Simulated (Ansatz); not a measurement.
Abstraction of Cl: GeH(CH3)2Cl + SiHCl2 → GeH(CH3)2 + SiHCl3

Species: GeH(CH3)2Cl, singlet; SiHCl2 `Cl[SiH]Cl`, doublet; GeH(CH3)2, doublet; SiHCl3 (trichlorosilane) `Cl[SiH](Cl)Cl`, singlet. A radical takes Cl: the energy is the difference in strength between the Ge–Cl bond broken and the Si–Cl bond made.

Shapes, held fixed at every level: PBE0-D4/def2-TZVP. Programs: Ansatz 0.2.0. The zero-point and thermal change to 298 K, harmonic and unscaled (PBE0-D4/def2-TZVP), is -0.1 kJ/mol.

| level | kind | ΔH(298 K) (kJ/mol) | less CCSD(T)/def2-TZVPP | CPU time (sum over the molecules) |
| --- | --- | --- | --- | --- |
| MP2/def2-SVP | perturbation theory | -31.2 | -5.0 | – |
| HF/def2-TZVPP | Hartree–Fock | -21.0 | +5.2 | – |
| SPW92/def2-TZVPP | LDA | -24.3 | +1.9 | 16 s |
| PBE-D4/def2-TZVPP | GGA | -22.4 | +3.8 | 29 s |
| r2SCAN-D4/def2-TZVPP | meta-GGA | -24.2 | +2.0 | 63 s |
| BHLYP-D4/def2-TZVPP | global hybrid | -26.0 | +0.2 | 43 s |
| B2PLYP/def2-TZVPP | double hybrid | -25.8 | +0.4 | 56 s |
| CCSD(T)/def2-TZVPP | coupled cluster or CI | -26.2 | 0.0 | 24 min |

The highest level, CCSD(T)/def2-TZVPP, gives ΔH(298 K) = -26.2 kJ/mol; the levels span -31.2 to -21.0. The column of differences is taken from that level and isn't an error. No measured value is set beside it here. Open shells run unrestricted. Relativity is left out for Ge. Outer-core shells of Ge are correlated in most correlated rows, in sets that cover them unevenly. Times are processor times on shared x86 and Arm servers, and rough.
